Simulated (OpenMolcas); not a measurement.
## 3d5 along the 23-electron sequence

| Quantity | Value |
| --- | --- |
| Program | OpenMolcas 26.06 |
| Method | SS-CASPT2, IPEA 0.25 Eh, imaginary shift 0.1 Eh |
| Basis | ANO-R2 |
| Scalar Hamiltonian | X2C, finite nucleus |
| Spin-orbit coupling | state interaction with AMFI integrals over the reference wave functions, term energies averaged over their components |

Active space for each ion: 5 electrons in 5 orbitals (3d); closed shells correlated by CASPT2: 3s 3p.

Computed levels in cm-1 above 6S 5/2:

| Level | Cr+ | Mn2+ | Fe3+ | Co4+ | Ni5+ | Cu6+ |
| --- | --- | --- | --- | --- | --- | --- |
| 4G 5/2 | 21860 | 27820 | 33300 | 38620 | 43600 | 48210 |
| 4G 7/2 | 21870 | 27830 | 33330 | 38670 | 43680 | 48330 |
| 4G 11/2 | 21870 | 27840 | 33340 | 38690 | 43710 | 48370 |
| 4G 9/2 | 21870 | 27840 | 33350 | 38700 | 43730 | 48400 |
| 4P 5/2 | 23170 | 30510 | 36600 | 42490 | 47990 | 52980 |
| 4P 3/2 | 23190 | 30550 | 36670 | 42610 | 48190 | 53280 |
| 4P 1/2 | 23200 | 30590 | 36760 | 42760 | 48420 | 53640 |
| 4D 7/2 | 26330 | 33440 | 39900 | 46210 | 52170 | 57720 |
| 4D 1/2 | 26350 | 33490 | 39980 | 46360 | 52400 | 58080 |
| weight of 6S in the lowest level (%) | 100 | 100 | 100 | 100 | 100 | 100 |

Measured, with the error of the calculation in %. Measured levels: Cr+ from NIST Handbook of Basic Atomic Spectroscopic Data; Mn2+ from Corliss and Sugar, J. Phys. Chem. Ref. Data 6, 1253 (1977); Fe3+ from Corliss and Sugar, J. Phys. Chem. Ref. Data 11, 135 (1982); Co4+ from Sugar and Corliss, J. Phys. Chem. Ref. Data 10, 1097 (1981); Ni5+ from Corliss and Sugar, J. Phys. Chem. Ref. Data 10, 197 (1981); Cu6+ from the list in Gamrath, thesis, University of Mons (2023).

| Level | Cr+ | Mn2+ | Fe3+ | Co4+ | Ni5+ | Cu6+ |
| --- | --- | --- | --- | --- | --- | --- |
| 4G 5/2 | 20512 (+6.6) |  |  |  |  |  |
| 4G 7/2 | 20518 (+6.6) | 26860 (+3.6) |  |  |  |  |
| 4G 11/2 | 20512 (+6.6) | 26824 (+3.8) | 32246 (+3.4) | 37218 (+3.9) | 41921 (+4.3) |  |
| 4G 9/2 | 20519 (+6.6) |  |  |  |  |  |
| 4P 5/2 | 21823 (+6.2) | 29168 (+4.6) | 35254 (+3.8) | 40753 (+4.3) | 45884 (+4.6) | 50732 (+4.4) |
| 4P 3/2 | 21824 (+6.2) |  | 35333 (+3.8) | 40891 (+4.2) | 46104 (+4.5) | 51067 (+4.3) |
| 4P 1/2 | 21824 (+6.3) |  | 35407 (+3.8) | 41024 (+4.2) | 46325 (+4.5) | 51407 (+4.3) |
| 4D 7/2 |  | 32307 (+3.5) | 38779 (+2.9) | 44709 (+3.4) | 50331 (+3.6) | 55742 (+3.5) |
| 4D 1/2 |  | 32369 (+3.5) | 38897 (+2.8) | 44908 (+3.2) |  | 56210 (+3.3) |

4G 5/2 changes by a factor of 2.21 over the same range, with steps per unit of Z of +5960, +5480, +5320, +4980, +4610 cm-1.

CASPT2 breaks the degeneracy within a term, and the mean is taken; among the terms shown or strongly mixed into the levels shown the widest spread is 170 cm-1 (3d5 4G, Cr+). Some high roots are left out of the spin-orbit mixing, which shifts the levels that they would mix with (holds for Cr+). Computed and measured levels are paired by configuration, term and J; levels that our copy of the source lacks, or whose pairing is in doubt (as where it misses far off the trend of its configuration), stay unpaired and out of the deviations. Levels of configurations outside the active space are missing.
